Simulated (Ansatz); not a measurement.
Basis sets compared for WS2⁺ (the lowest doublet isomer of a short search). Total charge 1; doublet. Geometry PBE-D4/def2-TZVP. Ansatz on 4 threads of Arm Neoverse V2 on a shared host; times are rough, and most runs start from earlier orbitals.

Cartesian coordinates in Å:
```
W 0.4593 -0.5133 0.5054
S -0.3515 -0.9565 -1.3742
S -0.1077 1.4698 0.8688
```

In the def2 sets W takes a core potential; there is no spin–orbit coupling. At PBE0-D4/def2-SVP, PBE0-D4/def2-TZVP the charge 1 doublet is spin-contaminated (final ⟨S²⟩ up to 0.85, 0.75 for a pure state). The structure comes from a short search, and lower isomers may exist.

```
           level  functions  energy (Eh)  HOMO (eV)  LUMO (eV)  wall time
 PBE-D4/def2-SVP         68    -862.6679     -12.05     -10.56      0.9 s
PBE0-D4/def2-SVP         68    -862.6554     -13.01      -9.83      1.1 s
```

Q: Estimate the rows for PBE-D4/def2-TZVP (with forces), PBE0-D4/def2-TZVP.

A: 
```
                         level  functions  energy (Eh)  HOMO (eV)  LUMO (eV)  wall time
PBE-D4/def2-TZVP (with forces)        114    -862.9558     -11.94     -10.51      1.4 s
             PBE0-D4/def2-TZVP        114    -862.9444     -12.88      -9.74        4 s
```
